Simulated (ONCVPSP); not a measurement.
# scandium (Sc), ONCV: configuration errors across variants

```json
{"Element": "scandium (Sc)", "Generator": "ONCVPSP 4.0.1", "Type": "optimised norm-conserving Vanderbilt (ONCV)", "Functional": "LDA (Perdew-Wang 92)", "Relativity": "scalar-relativistic", "Frozen core": "[Ar]", "Valence charge": "3", "Reference configuration": "3d1 4s2", "Partial waves": "4s: rc 3.25 bohr, ncon 5, nbas 8, qcut 2.4 1/bohr, 2 projectors, debl 3.9 Ha; p scattering state at 0.31 Ha: rc 2.50 bohr, ncon 4, nbas 8, qcut 3.6 1/bohr, 2 projectors, debl 3.4 Ha; 3d: rc 2.40 bohr, ncon 5, nbas 10, qcut 7.1 1/bohr, 2 projectors, debl 0.6 Ha", "Local potential": "polynomial inside 2.05 bohr (lpopt 5, dvloc0 0 Ha)", "Core correction": "Teter function, fcfact 4, rcfact 1.6"}
```

All-electron excitation energies from the reference (eV): (1) 3d1 4s1 7.061; (2) 3d1 4s0 20.016; (3) 3d1 4s1.5 2.822; (4) 3d0 4s2 8.612.

3 further variants failed, have other tests or too few solved ones, and are left out.

Errors AE − PS in meV (a dash: test not solved or not reliable):

```csv
change,(1),(2),(3),(4),bound ghosts,GHOST(+) flags above zero
base,-35,-299,-6.3,+116,none,"s, p"
s: qcut 1.6; p: qcut 2.5; d: qcut 4.9,-35,-305,-6.3,+278,none,"s, p"
s: qcut 2.2; p: qcut 3.3; d: qcut 6.6,-35,-297,-6.3,+149,none,"s, p"
s: qcut 2.5; p: qcut 3.7; d: qcut 7.3,-35,-297,-6.3,+107,none,"s, p"
```

Question: Give the same row for: s: qcut 1.9; p: qcut 2.9; d: qcut 5.7.

Answer: -35, -302, -6.3, +206; bound ghosts: none; GHOST(+) flags above zero: s, p.
